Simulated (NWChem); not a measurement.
# AlH3SO2; SMILES [Al]([OH])([OH])[SH]

```xyz
7

Al    -0.0125     0.4431     0.0000
O     -1.4012     1.4153     0.0000
H     -2.3151     1.1304     0.0000
O      1.5265     1.1535     0.0000
H      1.6893     2.0980     0.0000
S     -0.0919    -1.7322     0.0000
H      1.2569    -1.8253     0.0000
```
Atoms are numbered in this order, from 1.

Program: NWChem. Pople sets run with spherical d functions. All runs use the structure optimised with PBE0/def2-SVP.

**Question.** Predict the results for LDA (Slater exchange, VWN5)/6-31G*. Quantities: highest occupied level (eV); orbital gap (eV); dipole (D).

**Answer.** 
| Quantity | Value |
|---|---|
| highest occupied level (eV) | -6.34 |
| orbital gap (eV) | 4.97 |
| dipole (D) | 1.36 |
